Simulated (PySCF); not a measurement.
# Peak assignment

Numbering as in the mapped SMILES `[CH3:1][C:2]1=[CH:3][C@@H:4]([SiH3:5])[NH:6][CH2:7]1`. Each H is labelled by its parent atom. Ha(C7) is cis to Si5 on the ring; Hb(C7) is trans to Si5 on the ring.

How the numbers were obtained: geometry: GFN2-xTB, GIAO PBE0/pcSseg-1 shieldings, in PySCF (averaged over atoms made equivalent by symmetry, fast rotation or ring inversion, no solvent model, no relativistic terms, one conformer).

References, each an isolated molecule treated in the same way: ¹³C (σ = 186.93 ppm), ¹H (σ = 31.72 ppm) vs TMS.

(1) Assign these signals to the numbered atoms. ¹³C{¹H} NMR (computed): δ 145.7, 134.5, 61.8, 58.1, 16.8.

(2) Assign these signals to the numbered atoms. ¹H NMR (600 MHz, computed): δ 5.85 (d, 1H), 3.90 (m, 1H), 3.80 (m, 1H), 3.76 (m, 3H), 3.61 (m, 1H), 1.92 (s, 3H), 1.38 (br s, 1H).

Answers

(1) 
| δ (ppm) | atoms | environment | reason |
| --- | --- | --- | --- |
| 145.7 | C2 | fully substituted alkene carbon | the olefinic region |
| 134.5 | C3 | alkene CH | as expected for a trigonal carbon in a double bond |
| 61.8 | C7 | allylic sp3 CH2 bonded to N | deshielded by the electronegative neighbour |
| 58.1 | C4 | allylic sp3 CH bonded to N and Si | deshielded by the electronegative neighbour |
| 16.8 | C1 | allylic methyl carbon | saturated and bonded to C and H only |

(2) 
```tsv
δ (ppm)	atoms	environment	reason
5.85	H(C3)	hydrogen on an alkene CH	attached to an sp2 carbon and in the plane of the double bond
3.90	Ha(C7)	hydrogen on an allylic sp3 CH2 bonded to N	its carbon carries N, hence the downfield position
3.80	H(C4)	hydrogen on an allylic sp3 CH bonded to N and Si	its carbon carries N, hence the downfield position
3.76	H(Si5)	hydrogen on a silicon bonded to C	–
3.61	Hb(C7)	hydrogen on an allylic sp3 CH2 bonded to N	its carbon carries N, an electronegative neighbour
1.92	H(C1)	hydrogen on an allylic methyl carbon	allylic position
1.38	H(N6)	hydrogen on an amine nitrogen	labile proton, position sensitive to the medium
```

Ha(C7) and H(C4); H(C4) and H(Si5) lie closer than the usual error of such a calculation, so a measured spectrum could show them in the other order.

Exchangeable OH/NH protons stand at their gas-phase positions; hydrogen bonding in a real sample shifts them, mostly to higher δ. Shifts are as computed. Against solution values, carbons near 30 ppm lie about +3 ppm off and those near 130 ppm about +5 ppm. Of 1309 compounds with measured shifts, 239 miss one by over three times the rms of a fit or turn the order of signals round; such compounds aren't used in these exercises. No couplings were computed; multiplicities are counted from neighbouring protons, with m where these are inequivalent, close in shift, in a saturated or five-membered ring or joined by F or P, and br s for small geminal =CH2 splittings.
